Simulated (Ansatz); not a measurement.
Stepwise reaction of `[OH][SbH][OH]` with hydrogen, as a gas-phase model of exchange steps in deposition or etching. ΔE in kJ/mol; ΔG adds harmonic PBE0-D4 terms to CCSD(T)/CBS, at 1 bar.

Gas-phase electronic energies from Ansatz, PBE0-D4/def2-TZVP geometries. CBS: MP2 limit from def2 TZ/QZ plus the TZ coupled-cluster correction, frozen cores. This one scheme is used for every species. Functionals use def2-TZVPP. B3LYP here is the variant with VWN-RPA as its local correlation; programs differ in this. Elements past krypton have def2 core potentials. For Sb outer-core shells are correlated without core-valence functions, which leaves a few kJ/mol of doubt a bond. One conformer a species, not always the lowest.

```tsv
step	reaction	PBE-D4	B3LYP-D4	ωB97M-V	CCSD(T)/CBS	ΔG(500 K)
1	`[OH][SbH][OH]` + H₂ → `[OH][SbH2]` + H₂O	13.5	11.4	7.8	10.9	6.1
2	`[OH][SbH2]` + H₂ → `[SbH3]` + H₂O	-25.6	-25.3	-29.8	-27.5	-24.5
```

(1) By hand: ΔE of the 2 steps together at CCSD(T)/CBS.

## Answers

(1) (10.9) + (-27.5) = -16.6 kJ/mol, or -8.3 kJ/mol a step.

In ΔE each step is lower than the one before. ΔG lies between -24.5 and 6.1 kJ/mol a step. PBE-D4 differs from CCSD(T)/CBS by 1.9 to 2.6 kJ/mol a step. Isolated molecules leave out the surface, adducts and barriers. Largest T1 diagnostic: 0.015.
